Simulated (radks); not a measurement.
Correlation energies from several functionals, in hartree. Species: Sc19+ [He]; As4+ [Ar] 3d10 4s1. All-electron calculation, non-relativistic Kohn-Sham, LDA (Slater exchange, Perdew-Wang correlation), spin-polarised, spherical densities, point nucleus. Program: a radial shooting solver on a logarithmic mesh with Libxc functionals. Every spin shell is full or empty, so the densities are truly spherical. Functionals are evaluated on that one density, not self-consistently.

| functional | Sc19+ | As4+ |
|---|---|---|
| PW92 | -0.24509 | -2.7564 |
| VWN5 | -0.24597 | -2.7697 |
| PZ | -0.24582 | -2.7523 |
| Chachiyo | -0.24337 | -2.7176 |
| PBE | -0.048180 | -1.4449 |
| PBEsol | -0.062805 | -1.6529 |
| P86 | -0.14761 | -1.6394 |
| AM05 | -0.21358 | -2.5464 |
| OP (B88) | -0.080950 | -1.4095 |
| TPSS | -0.049168 | -1.4465 |
| revTPSS | -0.051032 | -1.4652 |
| SCAN | -0.045075 | -1.4474 |
| r2SCAN | -0.045075 | -1.4570 |
| B95 | -0.089533 | -1.7588 |
| Tao-Mo | -0.033523 | -1.3815 |
